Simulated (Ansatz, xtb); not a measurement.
Stretching the N4–H6 bond in CH6BN (SMILES BNC) (multiplicity 1 held, fragments rigid). Energies count from the point at 1.009 Å.
Geometry at that point (charge 0, multiplicity 1):
```xyz
9

B     -0.174     0.169     1.360
H     -1.047     0.516     2.096
H      0.905    -0.150     1.760
N     -0.421     0.138    -0.002
C      0.505    -0.252    -1.053
H     -1.332     0.407    -0.344
H      0.678     0.567    -1.756
H      0.130    -1.110    -1.617
H      1.457    -0.526    -0.602
```

U- levels take the lowest unrestricted solution at each point, which mixes spins at long bonds. Active spaces are followed from a long bond inwards. Levels need not reach the same state.

Correlated levels freeze the cores.

Run with Ansatz (Gaussian orbitals); xtb for the GFN methods. Each number belongs to the level named beside it. The GFN methods have no spin term and hold the electronic entropy of 300 K.

Energies in kJ/mol.

```csv
R (Å),GFN2-xTB,U-HF/cc-pVDZ,U-CCSD(T)/cc-pVDZ,"FIC-MRCISD on CASSCF(2,2)/cc-pVDZ","FIC-MRCISD+Q on CASSCF(2,2)/cc-pVDZ"
0.807,141,141,158,155,157
0.908,27,25,34,32,33
1.009,0,0,0,0,0
1.110,16,24,15,16,15
1.211,51,72,54,56,55
1.363,115,165,131,134,133
1.514,181,262,211,214,213
1.766,280,352,329,327,325
2.019,358,384,415,403,402
2.321,426,396,469,455,454
2.725,481,401,486,483,482
3.230,513,402,490,492,492
```

Doubts at one or more of the structures used: a spin-contaminated determinant (U-HF/cc-pVDZ, U-CCSD(T)/cc-pVDZ); T1 above 0.05 (U-CCSD(T)/cc-pVDZ).

Ansatz is an electronic-structure program.
